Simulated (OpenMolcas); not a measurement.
Os2+ (d6) among equal point charges was computed by CASSCF with the d shell active (OpenMolcas, ANO-RCC-VTZP on the metal). Its lowest spin-free states, and all those of the highest spin:

```json
{"2S+1": "5", "Degeneracy": "2", "E (cm-1)": "0.0"}
{"2S+1": "5", "Degeneracy": "3", "E (cm-1)": "3103"}
{"2S+1": "3", "Degeneracy": "3", "E (cm-1)": "14514"}
{"2S+1": "3", "Degeneracy": "2", "E (cm-1)": "16208"}
{"2S+1": "3", "Degeneracy": "3", "E (cm-1)": "17262"}
{"2S+1": "3", "Degeneracy": "3", "E (cm-1)": "17272"}
{"2S+1": "3", "Degeneracy": "1", "E (cm-1)": "19195"}
{"2S+1": "3", "Degeneracy": "3", "E (cm-1)": "19512"}
{"2S+1": "3", "Degeneracy": "1", "E (cm-1)": "20073"}
{"2S+1": "3", "Degeneracy": "3", "E (cm-1)": "20145"}
{"2S+1": "3", "Degeneracy": "2", "E (cm-1)": "20891"}
{"2S+1": "3", "Degeneracy": "3", "E (cm-1)": "21522"}
```

Task: Is the site octahedral, tetrahedral or cube-like, axial, or of lower symmetry?

Result: The states with 2S+1 = 5 have orbital degeneracies 2, 3. Threefold states need a cubic site. For d6 at this spin an octahedron puts the threefold T2 below the twofold E and a tetrahedron or cube puts the twofold E below the threefold T2, so the site is a tetrahedron or a cube, which this pattern cannot tell apart. The first gap at this spin, 3100 cm-1, is |10Dq| in ligand-field theory. The run had Os2+ among 4 point charges of -1.25 e arranged as a tetrahedron (Td), 2.04 Å from the ion.

Spin-orbit coupling mixes the spin-free states strongly: the lowest level takes only 69 % from its leading state, 5E. An orbital doublet at a regular site is open to a Jahn-Teller distortion, which this geometry leaves out. Without dynamic correlation the repulsion within the d shell is too large (B by tens of per cent), so at a given field states of lower spin stand too high. Point charges give a weaker field than real ligands, and real ions of this kind are as a rule low spin; the high spin found here belongs to the model. The ground term spreads over less than 5000 cm-1, several times less than with real ligands, so orbital moments are less quenched and χT lies further from the spin-only value than at real sites. Point charges carry no covalency, so the field is a model and not that of real ligands. No measured value stands beside these numbers.
